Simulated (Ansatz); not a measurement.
```xyz
9

N    -0.2207   -0.6135    1.4092
Si   -0.2273   -0.5494   -0.3137
B     0.3454    1.3228   -0.8668
F     0.1920    1.7141   -2.1214
H    -0.5364   -1.4391    1.8924
H     0.5280   -0.1697    1.9163
H    -1.6036   -0.8658   -0.7885
H     0.6757   -1.5300   -1.0025
H     0.8469    2.1305   -0.1251
```

The species carries charge 0 and has multiplicity 1.

**Question.** List the CAM-B3LYP/def2-TZVPP orbital energies in eV (the Gaussian-basis code of Ansatz). (An estimate is asked.)

**Answer.** Ansatz gave: Occupied: -1800.75, -674.10, -390.99, -187.22, -145.31, -100.65, -100.63, -100.62, -35.47, -25.35, -17.68, -16.55, -15.38, -15.07, -14.71, -13.22, -12.60, -11.26, -9.48, -8.79. Lowest empty: -0.43, 1.05, 2.24, 2.77, 2.82, 3.36, 3.51, 3.97.
